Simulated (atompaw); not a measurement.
**u(r) = r·R(r): atom against pseudo-atom (tungsten)**

Columns: radius, all-electron u(r) and pseudo u(r) of the 5d shell (level -6.41 eV) of tungsten in the configuration [Xe] 4f14 5d4 6s1.75 6p0; LDA (PW92), scalar-relativistic, PAW (atompaw) scheme, atompaw 4.2.0.5.

```csv
r (bohr),all-electron,pseudo
0.115,0.2178,0.0005
0.231,-0.0643,0.0036
0.346,-0.3116,0.0118
0.462,-0.2843,0.0273
0.577,-0.1047,0.0511
0.692,0.1123,0.0838
0.808,0.3118,0.1255
0.923,0.4702,0.1747
1.038,0.5869,0.2297
1.154,0.6668,0.2887
1.269,0.7155,0.3481
1.385,0.7405,0.4060
1.500,0.7474,0.4586
1.615,0.7412,0.5041
1.731,0.7254,0.5407
1.846,0.7032,0.5665
1.962,0.6765,0.5816
2.077,0.6473,0.5857
2.192,0.6166,0.5800
2.308,0.5850,0.5657
2.423,0.5537,0.5451
2.538,0.5228,0.5199
2.654,0.4925,0.4919
2.769,0.4634,0.4634
2.885,0.4351,0.4351
3.000,0.4083,0.4083
```

(1) How many radial nodes do the two functions have?

(2) Is the pseudo-wave norm-conserving?

## Answers

(1) The all-electron 5d function has n − l − 1 = 2; the pseudo-wave has 0, since the states of the same l below it are removed with the core.

(2) No, it belongs to a PAW set: the norm inside the radius is not constrained, and the difference is carried by the augmentation charge.
